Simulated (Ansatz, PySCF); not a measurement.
Al(H)(I)(OMe) (CH4AlIO), SMILES [I][AlH][O]C. Atoms are numbered in the order given.

```xyz
8

Al     1.1047     0.9932     0.0000
H      2.6728     1.0377     0.0000
I     -0.1567    -1.1355     0.0000
O      0.2441     2.4429     0.0000
C     -1.0634     2.9169     0.0000
H     -1.2447     3.5435     0.8901
H     -1.2447     3.5435    -0.8901
H     -1.8107     2.1023     0.0000
```
Charge 0, spin multiplicity 1.

Coordinates come from a PBE0-D3(BJ)/def2-SVP optimisation. The structure was generated by enumeration; whether it is a known compound was not checked. The def2 effective core potentials stand for the cores of I; spin–orbit coupling is left out. The values are those of a single conformer.

Vertical ionisation energy (IE) and electron affinity (EA) in eV. Rows of orbital energies are one-electron estimates. Where ΔSCF, EOM or ADC give a negative EA the extra electron is unbound and the value depends on the basis.

```tsv
level	IE	EA
−ε(HOMO), −ε(LUMO), r2SCAN/def2-TZVP (PySCF)	6.95	1.50
−ε(HOMO), −ε(LUMO), PBE/def2-TZVP (PySCF)	6.64	1.81
ΔSCF, PBE0/def2-SVPD (Ansatz), final states of multiplicity 2 and 2	9.91	-0.33
ΔSCF, PBE/def2-SVPD (Ansatz), final states of multiplicity 2 and 2	9.50	-0.30
```

### Question
What vertical singlet–triplet gap does ΔSCF give with PBE0/def2-SVPD (Ansatz, a program for electronic structure) and with PBE/def2-SVPD (Ansatz)? (The exact figures need the calculation; the answer reports its results.)

### Answer
5.34 and 4.90 eV (triplet above singlet where positive).
